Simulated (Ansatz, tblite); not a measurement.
Cost and result up the ladder for InCl2Br (InBrCl₂) (4 atoms). Charge 0, multiplicity 1. Geometry: r2SCAN-D4/def2-SVP.

```csv
atom,x (Å),y (Å),z (Å)
In1,0.0174,0.0071,0.0032
Cl2,1.1484,1.1762,-1.6621
Cl3,1.0555,-0.2705,2.0682
Br4,-2.2213,-0.9128,-0.4093
```

Ansatz on 4 threads of Intel Xeon on a shared host; xTB runs through tblite on one thread. Times are rough, summed over both states, and most runs start from the orbitals of an earlier one. PBE0-D4/def2-TZVP serves as the yardstick here, not as an exact answer. The other state is a triplet.

In the def2 sets In takes a core potential; there is no spin–orbit coupling. The xTB rows come from tblite. HOMO above LUMO, or a gap near zero within one spin, warns that the state may not be the lowest or that an electron is smeared out.

xTB has no spin-polarisation term.

| level | functions | wall time | vertical triplet (eV) | difference from PBE0-D4/def2-TZVP (eV) | remarks |
| --- | --- | --- | --- | --- | --- |
| GFN2-xTB | 36 | 0.045 s | 3.07 | -1.35 | – |
| GFN1-xTB | 36 | 0.078 s | 4.16 | -0.26 | – |
| PBE-D4/def2-TZVP (with forces) | 172 | 38 s | 3.83 | -0.59 | gap within one spin near zero (triplet) |
| PBE0-D4/def2-TZVP | 172 | 77 s | 4.42 | 0.00 | – |
| r2SCAN-D4/def2-TZVP | 172 | 79 s | 4.13 | -0.29 | gap within one spin near zero (triplet) |
